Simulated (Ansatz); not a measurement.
Reaction (hydrogenolysis of a C–Si bond): `C=C=C[SiH2]C` + H₂ → `C=C=C` + `C[SiH3]`

Program: Ansatz. Geometries: PBE0-D4/def2-TZVP. ΔE: electronic, gas phase. CCSD(T)/CBS adds triple-zeta CCSD(T) − MP2 to the extrapolated MP2 energy (def2 sets, frozen cores). This one scheme is used for every species. DFT in def2-TZVPP. One conformer a species, not always the lowest.

```tsv
level	ΔE (kJ/mol)
r2SCAN-D4	0.4
PBE0-D4	-3.1
```

Problem. What does CCSD(T)/CBS give? (An estimate is asked.)

Solution. Ansatz gave: -2.6 kJ/mol. The listed levels differ from it by 3.0, -0.5 kJ/mol.

Largest T1 diagnostic among the species: 0.012.

The D4 term adds +13.1 kJ/mol with B3LYP and +7.5 kJ/mol with PBE0; it sums over pairs of atoms, weighted by their polarisabilities, and B3LYP, whose exchange is more repulsive, gets the larger term. In def2-TZVPP, CCSD(T) changes the Hartree–Fock value by +24.4 kJ/mol (the triples alone add +5.6 kJ/mol) and MP2 by +34.3 kJ/mol.

B3LYP here is the variant with VWN-RPA as its local correlation; programs differ in this.
